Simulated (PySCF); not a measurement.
UHF on Cu¹¹⁺ (copper, charge +11)

Configuration: [Ar], closed-shell 1S. All numbers are calculated (PySCF 2.14, scalar relativity by spin-free X2C-1e, in an even-tempered Gaussian basis (19 s from 0.69 bohr⁻², ratio 2.5; 12 p from 0.9 bohr⁻², ratio 2.5; 5 d from 6.3 bohr⁻², ratio 2.7; 4 f from 9.5 bohr⁻², ratio 2.7)).

```json
{
  "Total energy": "-1605.728052 hartree",
  "One-electron energy": "-2015.2253 hartree",
  "Hartree (Coulomb) energy": "466.4763 hartree",
  "Exchange energy": "-56.9790 hartree",
  "⟨S²⟩": "0.0000",
  "⟨L²⟩": "0.000",
  "Sum of ⟨r⟩": "6.914 bohr",
  "Sum of ⟨r²⟩": "4.202 bohr²"
}
```

```
shell  electrons  mean orbital energy (eV)  rms radius, mean of both spins (bohr)
   1s          2                   -9371.4                                 0.0602
   2s          2                   -1464.2                                  0.253
   2p          6                   -1304.3                                  0.226
   3s          2                   -422.59                                  0.679
   3p          6                   -368.16                                  0.688
```

Densities and radii are taken from the X2C orbitals without a picture-change correction, which distorts them close to the nucleus.

Spin-orbit constants ζ (cm⁻¹) from the X2C one-electron operator on these orbitals: bare nucleus, nucleus screened by l(l+1)(2l+1)/3 electrons, and screened by the Breit-Pauli mean field of the electrons.

```csv
shell,bare,screened nucleus,mean field
2p,115900,107900,104300
3p,19560,18210,17560
```
